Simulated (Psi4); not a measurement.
## ReHO4 (perrhenic acid): methods side by side

ReHO4: 6 atoms, total charge 0, spin state singlet. As SMILES, `[O]=[Re](=[O])(=[O])[OH]`. The shape was relaxed beforehand at PBE0/def2-TZVP.

Each level gives the dipole moment (D). The values are calculated.

| level | kind | program | value (D) | CPU time |
| --- | --- | --- | --- | --- |
| PBE-D4/def2-TZVPP (density fitting, core potential) | GGA | Psi4 | 3.19 | 39 s |
| r2SCAN-D4/def2-TZVPP (density fitting, core potential) | meta-GGA | Psi4 | 3.27 | 81 s |
| B3LYP-D4/def2-TZVPP (density fitting, core potential) | global hybrid | Psi4 | 3.26 | 36 s |
| PBE0-D4/def2-TZVPP (density fitting, core potential) | global hybrid | Psi4 | 3.27 | 34 s |
| wB97M-V/def2-TZVPP (density fitting, core potential) | range-separated hybrid | Psi4 | 3.25 | 91 s |

The values span 3.19 to 3.27 D. Magnitudes only. CPU times are rough (shared hosts, several kinds of processor): they show what a rung costs within a factor of a few.
